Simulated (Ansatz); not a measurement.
`CCB(S)Cl` + HCl → `SB(Cl)Cl` + `CC` at 298.15 K and 1 bar (ligand exchange at a B–C bond).

Isolated molecules relaxed with PBE0-D4/def2-TZVP in Ansatz; ΔE leaves out vibrations. CCSD(T)/CBS is the MP2 limit (def2-TZVPP, def2-QZVPP) plus CCSD(T) − MP2 in def2-TZVPP, frozen cores. This one scheme is used for every species. Each species was taken in one conformer, which may not be the lowest.

```json
{"species": "`CCB(S)Cl`", "CCSD(T)/CBS energy (Eh)": "-962.14888", "H − E (kJ/mol)": "233.2", "S (J/(mol·K))": "356.7"}
{"species": "HCl", "CCSD(T)/CBS energy (Eh)": "-460.38127", "H − E (kJ/mol)": "26.6", "S (J/(mol·K))": "186.8"}
{"species": "`SB(Cl)Cl`", "CCSD(T)/CBS energy (Eh)": "-1342.83724", "H − E (kJ/mol)": "58.7", "S (J/(mol·K))": "310.5"}
{"species": "`CC`", "CCSD(T)/CBS energy (Eh)": "-79.71954", "H − E (kJ/mol)": "207.7", "S (J/(mol·K))": "227.7"}
```

H − E and S are ideal-gas, rigid-rotor, harmonic terms from PBE0-D4/def2-TZVP, for one conformer and one mirror image of each species. 1 Eh = 2625.50 kJ/mol, R = 8.31446 J/(mol·K).

Q: By hand: ΔE, ΔH, ΔS and ΔG.

A: ΔE = (-1342.83724) + (-79.71954) − (-962.14888) − (-460.38127) = -0.02663 Eh = -69.9 kJ/mol. Δ(H − E) = 58.7 + 207.7 − 233.2 − 26.6 = 6.6, so ΔH = -63.3 kJ/mol. ΔS = 310.5 + 227.7 − 356.7 − 186.8 = -5.3 J/(mol·K). ΔG = -63.3 − 298.15 × (-5.3)/1000 = -61.7 kJ/mol.

Q: By hand: the equilibrium constant, and the temperature at which ΔG would vanish if ΔH and ΔS stayed fixed.

A: log₁₀ K = −ΔG/(RT ln 10) = 10.8. ΔG = 0 at ΔH/ΔS = 11943 K, far beyond where these terms or the molecules hold.

The number of gas molecules stays the same, so ΔS is small and ΔH decides. A doubt of 5 kJ/mol in ΔE shifts log₁₀ K by 0.9 here. Other conformers and mirror images would add mixing entropy, several J/(mol·K) or more a flexible species. Modes under 60 cm⁻¹, often nearly free rotors, make the harmonic entropy too high. These are equilibria of isolated gas molecules and say nothing of rates. Largest T1 diagnostic: 0.012 (customary marks: 0.02 for closed shells, 0.045 for open ones).
